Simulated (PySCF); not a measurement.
## Spinor energies of Sc²⁺ (scandium, charge +2)

Start: [Ar] 4p1; 4p3/2 filled at m_j = +3/2. Calculated with PySCF 2.14 in x2c-TZVPall-2c: generalised Hartree-Fock with the X2C-1e Hamiltonian and a Gaussian nucleus; one run each with spin-orbit coupling (SO) switched off, then screened by Boettger's factors. This is a chosen level, not necessarily the ground level.

```json
{"spinor shell": "1s1/2", "electrons": "2", "ε, spin-free (eV)": "-4562.6", "ε, screened SO (eV)": "-4562.5", "weight of nominal j (screened SO)": "1.000", "rms radius, screened SO (bohr)": "0.0844"}
{"spinor shell": "2s1/2", "electrons": "2", "ε, spin-free (eV)": "-548.11", "ε, screened SO (eV)": "-548.12", "weight of nominal j (screened SO)": "1.000", "rms radius, screened SO (bohr)": "0.370"}
{"spinor shell": "2p1/2", "electrons": "2", "ε, spin-free (eV)": "-450.75", "ε, screened SO (eV)": "-453.94", "weight of nominal j (screened SO)": "1.000", "rms radius, screened SO (bohr)": "0.338"}
{"spinor shell": "3s1/2", "electrons": "2", "ε, spin-free (eV)": "-93.084", "ε, screened SO (eV)": "-93.094", "weight of nominal j (screened SO)": "1.000", "rms radius, screened SO (bohr)": "1.13"}
{"spinor shell": "3p1/2", "electrons": "2", "ε, spin-free (eV)": "-65.023", "ε, screened SO (eV)": "-65.374", "weight of nominal j (screened SO)": "0.969", "rms radius, screened SO (bohr)": "1.23"}
{"spinor shell": "3p3/2", "electrons": "4", "ε, spin-free (eV)": "-65.023", "ε, screened SO (eV)": "-64.864", "weight of nominal j (screened SO)": "0.984", "rms radius, screened SO (bohr)": "1.23"}
{"spinor shell": "4p3/2", "electrons": "1", "ε, spin-free (eV)": "-16.548", "ε, screened SO (eV)": "-16.529", "weight of nominal j (screened SO)": "1.000", "rms radius, screened SO (bohr)": "3.74"}
```

(1) Where does 2p3/2 lie, and what is the 2p spin-orbit splitting (screened SO)?

```
   quantity   spin-free  screened SO
E (hartree)  -762.36007   -762.36403
        M_J         3/2          3/2
       ⟨J²⟩       3.750        3.750
       ⟨L²⟩       2.000        2.000
       ⟨S²⟩       0.750        0.750
```

Each row is a mean over spinors that exchange with the open shell spreads, by up to 0.504 eV (3p3/2).

Without spin-orbit coupling the j labels of p, d and f shells carry no meaning; the spin-free column gives the mean over the occupied spinors of each nl shell.

## Answers

(1) At -449.19 eV, 4.759 eV above 2p1/2.
